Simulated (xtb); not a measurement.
CH₅Ge, doublet, from a rough starting geometry; GFN2-xTB (xtb).

xtb was given this input:
```
$ xtb mol.xyz --gfn 2 --uhf 1 --opt vtight --json

# file mol.xyz
7

C      1.18619276    -0.09805155    -0.00256940
Ge    -0.77786974     0.08292437    -0.00029721
H      1.81427991     0.72847033    -0.07721425
H      1.57018939    -1.04686052     0.07957294
H     -1.30794888    -0.37569134     1.35192746
H     -1.09195736     1.46599566    -0.21573915
H     -1.38673476    -0.74284992    -1.07032866
```

It wrote (shortened):

```
   ID    Z sym.   atoms
    1    6 C      1
    2   32 Ge     2
    3    1 H      3-7

           -------------------------------------------------
          |                Calculation Setup                |
           -------------------------------------------------

           -------------------------------------------------
          |                 G F N 2 - x T B                 |
           -------------------------------------------------

          ...................................................
          :                      SETUP                      :
          :.................................................:
          :  # basis functions                  19          :
          :  # atomic orbitals                  18          :
          :  # shells                           10          :
          :  # electrons                        13          :
          :  max. iterations                   250          :
          :  Hamiltonian                  GFN2-xTB          :
          :  restarted?                      false          :
          :  GBSA solvation                  false          :
          :  PC potential                    false          :
          :  electronic temp.          300.0000000     K    :
          :  accuracy                    1.0000000          :
          :  -> integral cutoff          0.2500000E+02      :
          :  -> integral neglect         0.1000000E-07      :
          :  -> SCF convergence          0.1000000E-05 Eh   :
          :  -> wf. convergence          0.1000000E-03 e    :
          :  Broyden damping             0.4000000          :
          :  net charge                          0          :
          :  unpaired electrons                  1          :
          ...................................................

 iter      E             dE          RMSdq      gap      omega  full diag
   1     -6.5202743 -0.652027E+01  0.687E+00    4.78       0.0  T
   2     -6.5393991 -0.191247E-01  0.623E+00    7.29       1.0  T
   3     -6.5844493 -0.450502E-01  0.203E+00    6.18       1.0  T
   4     -6.5786836  0.576567E-02  0.195E+00    6.64       1.0  T
   5     -6.5847090 -0.602538E-02  0.140E-01    6.28       1.0  T
   6     -6.5847238 -0.148658E-04  0.884E-02    6.24       1.0  T
   7     -6.5847324 -0.856056E-05  0.646E-03    6.26       5.9  T
   8     -6.5847324 -0.229594E-07  0.234E-03    6.26      16.1  T
   9     -6.5847324 -0.112876E-07  0.491E-04    6.26      77.0  T
[...]
         :: total energy              -6.502833341034 Eh    ::
 * total energy  :    -6.5028333 Eh     change       -0.3543832E-11 Eh
 * total energy  :    -6.5082506 Eh     change       -0.5417234E-02 Eh
 * total energy  :    -6.5088381 Eh     change       -0.5874988E-03 Eh
 * total energy  :    -6.5089360 Eh     change       -0.9788356E-04 Eh
 * total energy  :    -6.5089533 Eh     change       -0.1734688E-04 Eh
 * total energy  :    -6.5089548 Eh     change       -0.1457239E-05 Eh
 * total energy  :    -6.5089553 Eh     change       -0.5673339E-06 Eh
 * total energy  :    -6.5089555 Eh     change       -0.1238520E-06 Eh
 * total energy  :    -6.5089555 Eh     change       -0.3710702E-07 Eh
   *** GEOMETRY OPTIMIZATION CONVERGED AFTER 9 ITERATIONS ***
         :: total energy              -6.508955489971 Eh    ::
[...]
             Fermi-level           -0.3078134 Eh           -8.3760 eV

     #   Z          covCN         q      C6AA      α(0)
     1   6 C        2.748    -0.121    31.041     9.123
     2  32 Ge       3.713     0.078   170.307    23.430
     3   1 H        0.926     0.056     2.252     2.347
     4   1 H        0.926     0.054     2.276     2.359
     5   1 H        0.938    -0.020     3.420     2.891
     6   1 H        0.940    -0.026     3.550     2.946
     7   1 H        0.938    -0.021     3.444     2.902

 Mol. C6AA /au·bohr⁶  :        737.712970
 Mol. C8AA /au·bohr⁸  :      34133.993617
 Mol. α(0) /au        :         45.997354

Wiberg/Mayer (AO) data.
largest (>0.10) Wiberg bond orders for each atom

 ---------------------------------------------------------------------------
     #   Z sym  total        # sym  WBO       # sym  WBO       # sym  WBO
 ---------------------------------------------------------------------------
     1   6 C    3.249 --     2 Ge   1.119     3 H    0.971     4 H    0.971
     2  32 Ge   3.733 --     1 C    1.119     6 H    0.871     7 H    0.852
                             5 H    0.848
     3   1 H    0.997 --     1 C    0.971
     4   1 H    0.997 --     1 C    0.971
     5   1 H    0.998 --     2 Ge   0.848
     6   1 H    0.999 --     2 Ge   0.871
     7   1 H    0.999 --     2 Ge   0.852
 ---------------------------------------------------------------------------

Topologies differ in total number of bonds
Writing topology from bond orders to xtbtopo.mol

molecular dipole:
                 x           y           z       tot (Debye)
 q only:        0.144      -0.025       0.004
   full:        0.296      -0.049       0.007       0.764
molecular quadrupole (traceless):
                xx          xy          yy          xz          yz          zz
 q only:        0.432       0.018      -0.020      -0.020      -0.034      -0.411
  q+dip:        0.612       0.103       0.529      -0.043      -0.143      -1.140
   full:        0.199       0.045       0.410       0.000      -0.090      -0.609

optimized geometry written to: xtbopt.xyz

           -------------------------------------------------
          | TOTAL ENERGY               -6.508955489971 Eh   |
          | GRADIENT NORM               0.000028736940 Eh/α |
          | HOMO-LUMO GAP               6.683378476001 eV   |
           -------------------------------------------------

normal termination of xtb
```
